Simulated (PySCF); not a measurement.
GaClBr₂, SMILES [Cl][Ga]([Br])[Br].

Geometry: PBE0-D3(BJ)/def2-SVP. The structure was generated by enumeration; whether it is a known compound was not checked.

Level of theory: B3LYP/def2-TZVP run with PySCF.

Symmetry labels are those of the subgroup C2v that the program uses (full group C2v).

Computed valence orbital energies around the gap with their symmetry:
```csv
orbital,symmetry,energy (eV)
HOMO−7,A1,-10.69
HOMO−6,B2,-10.52
HOMO−5,B1,-9.78
HOMO−4,B2,-9.20
HOMO−3,B1,-9.05
HOMO−2,A1,-8.87
HOMO−1,A2,-8.79
HOMO,B2,-8.56
LUMO,A1,-2.49
LUMO+1,B1,-1.92
LUMO+2,A1,1.17
LUMO+3,B2,1.21
```
